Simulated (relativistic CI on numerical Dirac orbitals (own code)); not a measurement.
# Level scheme of Rh¹⁰⁺

Method of calculation: Dirac-Coulomb-Breit CI, KLI orbitals optimised for each configuration, model QED (radiative potential, 1s self-energy scaled to tabulated hydrogen-like ionisation energies), unscaled Slater integrals (own radial code, finite nucleus).

Configuration list (outside the closed core [Ar] 3d10): 4s²4p⁵, 4s4p⁶, 4s²4p⁴4d, 4s4p⁵4d, 4s²4p⁴4f, 4s4p⁵4f, 4p⁶4d, 4s²4p⁴5s, 4s4p⁴4d², 4s²4p⁴5p, 4s²4p³4d4f, 4p⁶5s, 4s²4p⁴5d, 4s4p⁵5s, 4p⁶4f, 4s4p⁴4d5s, 4s4p⁵5p, 4s²4p⁴6s, 4s²4p⁴5f, 4s²4p³4f5s, 4s²4p⁴6p, 4s²4p⁴5g, 4s²4p⁴6d, 4s4p⁵5d, 4s4p⁴5s², 4p⁵4d4f, 4s²4p⁴7s, 4s²4p⁴6f, 4s²4p³4d², 4s²4p²4d³, 4s4p³4d³, 4s²4p²4d²4f, 4s4p³4d²4f, 4s²4p²4d²5s, 4p⁵4d², 4p⁴4d³, 4p⁴4d²4f, 4p⁴4d²5s, 4s²4p³4d5s, 4s4p³4d²5s, 4s²4p²4d4f5s, 4s4p³4d4f5s, 4s²4p²4d5s², 4p⁵4d5s, 4p⁴4d4f5s, 4p⁴4d5s². Double excitations out of closed p, d and f shells are left out; levels of such configurations are missing from the list, as are those of other unlisted configurations, and high levels can miss mixing partners. These lack a partner that the ground configuration has and come out too high: 4s²4p⁴5p, 4s²4p⁴5d, 4s4p⁵5p, 4s²4p⁴6s, 4s²4p⁴5f.

The lowest level is 4s²4p⁵ ²P°3/2, with 97 % of that term; Hund's rules for 4s²4p⁵ give ²P° with J = 3/2, in agreement.

```
No.  Configuration  Term    J   E (eV)   %  Next component (%)  Landé g         jj configuration (%)
  1         4s²4p⁵   ²P°  3/2   0.0000  97     2 4s²4p³4d² ²P°    1.333                 4p3/2^3 (97)
  2         4s²4p⁵   ²P°  1/2   4.7543  97     2 4s²4p³4d² ²P°    0.665           4p1/2 4p3/2^4 (97)
  3          4s4p⁶    ²S  1/2  36.5775  76      21 4s²4p⁴4d ²S    2.002                      4s (76)
  4       4s²4p⁴4d    ⁴D  5/2  48.2914  78                8 ²D    1.341           4p3/2^2 4d3/2 (60)
  5       4s²4p⁴4d    ⁴D  3/2  48.4520  71               12 ²D    1.192           4p3/2^2 4d3/2 (80)
  6       4s²4p⁴4d    ⁴D  7/2  48.6175  81               11 ⁴F    1.390           4p3/2^2 4d5/2 (64)
  7       4s²4p⁴4d    ⁴D  1/2  48.9741  60               30 ²P    0.407           4p3/2^2 4d3/2 (46)
  8       4s²4p⁴4d    ⁴F  9/2  50.8285  82               15 ²G    1.298           4p3/2^2 4d5/2 (93)
  9       4s²4p⁴4d    ⁴F  7/2  51.6152  38               34 ²F    1.129           4p3/2^2 4d3/2 (74)
 10       4s²4p⁴4d    ²P  1/2  52.3260  64               33 ⁴D    0.440     4p1/2 4p3/2^3 4d3/2 (70)
 11       4s²4p⁴4d    ²D  3/2  52.7123  39               25 ⁴P    1.036           4p3/2^2 4d3/2 (60)
 12       4s²4p⁴4d    ⁴P  1/2  53.0671  87                5 ⁴D    2.466           4p3/2^2 4d3/2 (36)
 13       4s²4p⁴4d    ⁴F  5/2  53.6087  83                6 ²D    1.052     4p1/2 4p3/2^3 4d3/2 (53)
 14       4s²4p⁴4d    ⁴F  3/2  53.8794  39               22 ²P    0.999     4p1/2 4p3/2^3 4d3/2 (78)
 15       4s²4p⁴4d    ²D  3/2  54.0894  42               23 ⁴F    0.893           4p3/2^2 4d5/2 (30)
 16       4s²4p⁴4d    ⁴P  5/2  54.7673  61               21 ²D    1.398           4p3/2^2 4d5/2 (61)
 17       4s²4p⁴4d    ⁴F  7/2  54.8441  43               33 ²F    1.193     4p1/2 4p3/2^3 4d5/2 (77)
 18       4s²4p⁴4d    ²P  3/2  55.6870  40               35 ⁴P    1.360     4p1/2 4p3/2^3 4d5/2 (90)
 19       4s²4p⁴4d    ²D  5/2  56.3476  62               14 ⁴P    1.241     4p1/2 4p3/2^3 4d5/2 (58)
 20       4s²4p⁴4d    ²G  7/2  56.6022  61               32 ²F    0.987     4p1/2 4p3/2^3 4d3/2 (92)
 21       4s²4p⁴4d    ²G  9/2  57.0426  82               15 ⁴F    1.146     4p1/2 4p3/2^3 4d5/2 (93)
 22       4s²4p⁴4d    ²F  5/2  57.0720  83                8 ⁴P    0.941     4p1/2 4p3/2^3 4d3/2 (45)
 23       4s²4p⁴4d    ²F  5/2  59.0732  70               21 ²D    0.963     4p1/2 4p3/2^3 4d5/2 (55)
 24       4s²4p⁴4d    ²F  7/2  60.2952  90                3 ²G    1.139     4p1/2 4p3/2^3 4d5/2 (88)
 25       4s²4p⁴4d    ²D  3/2  62.8369  76               10 ⁴F    0.814           4p3/2^4 4d3/2 (32)
 26       4s²4p⁴4d    ²D  5/2  65.1944  72               11 ²F    1.182           4p3/2^4 4d5/2 (73)
 27       4s²4p⁴4d    ²S  1/2  65.8656  68         19 4s4p⁶ ²S    1.924     4p1/2 4p3/2^3 4d3/2 (43)
 28       4s²4p⁴4d    ²P  3/2  67.6280  79               16 ²D    1.249     4p1/2 4p3/2^3 4d3/2 (57)
 29       4s²4p⁴4d    ²D  5/2  68.5024  93                2 ²F    1.194     4p1/2 4p3/2^3 4d3/2 (49)
 30       4s²4p⁴4d    ²P  1/2  69.5211  89                6 ²S    0.761     4p1/2 4p3/2^3 4d5/2 (70)
 31       4s²4p⁴4d    ²D  3/2  72.7681  84               10 ²P    0.852     4p1/2 4p3/2^3 4d5/2 (48)
 32        4s4p⁵4d   ⁴P°  1/2  83.9777  84    13 4s²4p³4d² ⁴P°    2.634        4s 4p3/2^3 4d3/2 (77)
 33        4s4p⁵4d   ⁴P°  3/2  84.6279  80    13 4s²4p³4d² ⁴P°    1.704        4s 4p3/2^3 4d3/2 (53)
 34        4s4p⁵4d   ⁴P°  5/2  85.8393  72    12 4s²4p³4d² ⁴P°    1.561        4s 4p3/2^3 4d5/2 (46)
 35        4s4p⁵4d   ⁴F°  9/2  86.4671  85     8 4s²4p³4d² ⁴F°    1.333        4s 4p3/2^3 4d5/2 (85)
 36        4s4p⁵4d   ⁴F°  7/2  86.8438  75     7 4s²4p³4d² ⁴F°    1.248        4s 4p3/2^3 4d3/2 (55)
 37        4s4p⁵4d   ⁴F°  5/2  87.5956  68     7 4s²4p³4d² ⁴F°    1.078        4s 4p3/2^3 4d3/2 (53)
 38        4s4p⁵4d   ⁴F°  3/2  88.4348  67              10 ⁴D°    0.535        4s 4p3/2^3 4d3/2 (41)
 39        4s4p⁵4d   ⁴D°  7/2  90.5201  64              17 ²F°    1.363        4s 4p3/2^3 4d5/2 (73)
 40        4s4p⁵4d   ⁴D°  1/2  90.6844  72    11 4s²4p³4d² ⁴D°    0.086        4s 4p3/2^3 4d3/2 (50)
 41        4s4p⁵4d   ⁴D°  5/2  91.1289  40              24 ²D°    1.251        4s 4p3/2^3 4d3/2 (45)
 42        4s4p⁵4d   ⁴D°  3/2  91.4927  65              11 ⁴F°    1.113  4s 4p1/2 4p3/2^4 4d3/2 (37)
 43        4s4p⁵4d   ²F°  7/2  91.9233  62    17 4s²4p³4d² ²F°    1.183        4s 4p3/2^3 4d5/2 (39)
 44        4s4p⁵4d   ²D°  5/2  92.3486  39              19 ²F°    1.171        4s 4p3/2^3 4d5/2 (52)
 45        4s4p⁵4d   ²D°  3/2  92.7265  64    12 4s²4p³4d² ²D°    0.863        4s 4p3/2^3 4d5/2 (53)
```

Energies count from the lowest computed level; ° marks odd parity. Filled j subshells are mostly left out of the jj labels.

The mean weight of the leading LS term, summed over parents, in these 45 levels is 69 %, and that of the leading jj configuration (from the same eigenvectors) 62 %.

At this charge energies of transitions that change n are usually good to better than 1 %, and those within a shell (Δn = 0) to a few per cent.

LS names give the leading component of a level, which can be under half, so a name can repeat, a term be missing and a line seem to break the LS rules.
